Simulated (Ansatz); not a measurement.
Frontier orbitals of CH4BrNSn.

```xyz
8

Br    2.3437   -1.0900    1.6152
Sn    0.0061   -1.8276    0.7651
C    -0.9887    1.1471   -0.3323
N    -0.0491    0.3372   -0.1091
H     0.6281   -2.2576   -0.8443
H    -0.8173    2.1687   -0.6712
H    -2.0171    0.8230   -0.1826
H     0.8943    0.6992   -0.2408
```

Charge 0, multiplicity 1. Correlated methods include outer-core shells of Br, Sn, which these sets cover unevenly. Scalar relativity is left out up to krypton. Sn takes the def2 core potential. The bonds changed during the relaxation, so this is another structure than the one it started from. Geometry: relaxed with PBE0-D4/def2-TZVP. Basis def2-TZVPP, Ansatz.

```tsv
functional	HOMO (eV)	LUMO (eV)	gap (eV)
PBE	-5.19	-3.23	1.96
r2SCAN	-5.41	-3.07	2.34
PBE0	-6.13	-2.16	3.97
B3LYP	-5.98	-2.42	3.56
HSE06 (plane-wave form)	-5.75	-2.55	3.20
BHLYP	-6.99	-0.96	6.03
CAM-B3LYP	-7.34	-0.97	6.37
LC-ωPBE	-8.52	0.25	8.77
ωB97M-V	-8.16	0.08	8.24
```

From PBE to PBE0 the HOMO moves by −0.95 eV and the LUMO by +1.07 eV, and with ωB97M-V by −2.97 and +3.32 eV, so the gap grows from 1.95 to 8.24 eV with exact exchange. A positive LUMO is unbound and depends on the basis.

B3LYP here is the variant with VWN-RPA as its local correlation; programs differ in this. LC-ωPBE has ω = 0.4 bohr⁻¹.
